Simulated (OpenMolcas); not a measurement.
**Zr2+: Racah parameters, the spin-orbit constant, worked from levels**

```yaml
Program: OpenMolcas
Basis: ANO-RCC-VTZP [7s6p4d2f1g]
Scalar_Hamiltonian: DKH2, point nucleus
Active_space: 2 electrons in 10 orbitals (4d 5d)
State_averaging: 2S+1 = 3 even, 10 roots; 2S+1 = 1 even, 15 roots
Spin-orbit_coupling: state interaction with AMFI integrals over the reference wave functions, term energies averaged over their components
```

Methods: CASSCF; SS-CASPT2, IPEA 0.25 Eh, imaginary shift 0.1 Eh (closed shells correlated: 4s 4p). Measured levels: Moore, Atomic Energy Levels, vol. II, NSRDS-NBS 35 (1971 reprint of NBS Circular 467, 1952); NIST levels as listed in Rynkun, Gaigalas and Jonsson, Astron. Astrophys. 637, A10 (2020).

**Racah parameters.** Above 3F, d2 has 3P at 15B, 1G at 12B + 2C and 1D at 5B + 2C. The first two fix B and C, and the third tests them; where it misses by thousands of cm-1, two parameters do not describe the configuration (Trees and configuration-interaction terms are left out) and B and C hang on the terms chosen. Term energies are centres of gravity, weighted by 2J + 1.

```csv
Source,3P,1G,B,C,C/B,"1D from B, C",1D found
CASSCF,9751,12662,650,2431,3.74,8112,8099
SS-CASPT2,8156,10917,544,2196,4.04,7112,5122
measured,7717,10185,514,2006,3.90,6582,4878
```

Energies in cm-1. From CASSCF to SS-CASPT2, B changes by -16.3 % and C by -9.7 %. Against the measured terms, SS-CASPT2 has B off by +5.8 % and C by +9.5 %.

**The spin-orbit constant.** For the Hund term 3F of d2, E(J) = (A/2) J(J+1) + constant and ζ = 2S·A = 2A. From J = 2 to J = 4 the energy changes by 7 A.

```tsv
Source	E(4) - E(2)	A	ζ
CASSCF	1494.3	213.5	427
SS-CASPT2	1515.1	216.4	433
measured	1486.4	212.3	425
```

All in cm-1. SS-CASPT2 is off by +1.9 % and CASSCF by +0.5 %. Both methods take the spin-orbit matrix elements from the reference wave functions, so the second can move ζ only through the term energies and any multistate remixing. Second-order mixing with other terms is absorbed into this ζ.

CASPT2 does not keep the components of a term degenerate, so their means are used; among the terms shown or strongly mixed into the levels shown the widest spread is 490 cm-1 (4d2 3F, SS-CASPT2). Active for correlation alone: 5d; no level in the range computed is led by a configuration that fills it, so any true level of that kind is missing. Without dynamic correlation excited terms often stand tens of per cent too high (terms of higher spin than the ground term too low), and those without a measured partner can miss by more than the paired ones (holds for CASSCF). Some levels mix across a computed gap that differs much from the measured one, so their mixing is not that of the real levels (holds for CASSCF). Measured partners are found by configuration, term and J. A level has none where our copy of the source lacks it or the pairing is in doubt (some pairs that miss far off the trend of their configuration count as doubtful), and it then counts in no deviation. Levels of configurations outside the active space are missing.
